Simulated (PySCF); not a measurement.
Z-matrix (Å, degrees):
```
Br
```
Charge 0, spin multiplicity 2.

### Question
Predict the highest occupied spin orbital, dipole moment and total energy from M06-2X/def2-TZVP in PySCF 2.14.0.

### Answer

The highest occupied spin orbital comes out as -9.97 eV and the dipole moment is 0.00 D. The total energy comes out as -2574.1503 Ha.
